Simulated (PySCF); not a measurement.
UHF on Kr(26+) (krypton, charge +26)

Configuration: [Ne], closed-shell 1S. All numbers are calculated (PySCF 2.14, no relativity, point nucleus, in an even-tempered Gaussian basis (18 s from 7.6 bohr⁻², ratio 2.2; 11 p from 9.8 bohr⁻², ratio 2.2; 6 d from 46 bohr⁻², ratio 2.4; 5 f from 68 bohr⁻², ratio 2.4; 5 g from 100 bohr⁻², ratio 2.4)).

```json
{
 "Total energy": "-2291.895326 hartree",
 "One-electron energy": "-2576.1702 hartree",
 "Hartree (Coulomb) energy": "342.0228 hartree",
 "Exchange energy": "-57.7479 hartree",
 "Kinetic energy": "2291.89190 hartree",
 "⟨S²⟩": "0.0000",
 "⟨L²⟩": "0.000",
 "Sum of ⟨r⟩": "1.401 bohr",
 "Sum of ⟨r²⟩": "0.2656 bohr²",
 "Density at the nucleus (Gaussians lack the cusp)": "31600 bohr⁻³"
}
```

```json
{"shell": "1s", "electrons": "2", "mean orbital energy (hartree)": "-567.13038", "rms radius, mean of both spins (bohr)": "0.0491"}
{"shell": "2s", "electrons": "2", "mean orbital energy (hartree)": "-113.94548", "rms radius, mean of both spins (bohr)": "0.199"}
{"shell": "2p", "electrons": "6", "mean orbital energy (hartree)": "-107.57813", "rms radius, mean of both spins (bohr)": "0.174"}
```

Spin-orbit constants ζ (cm⁻¹) from the X2C one-electron operator on these orbitals (non-relativistic here): bare nucleus, nucleus screened by l(l+1)(2l+1)/3 electrons, and screened by the Breit-Pauli mean field of the electrons.

```csv
shell,bare,screened nucleus,mean field
2p,285300,269500,262600
```
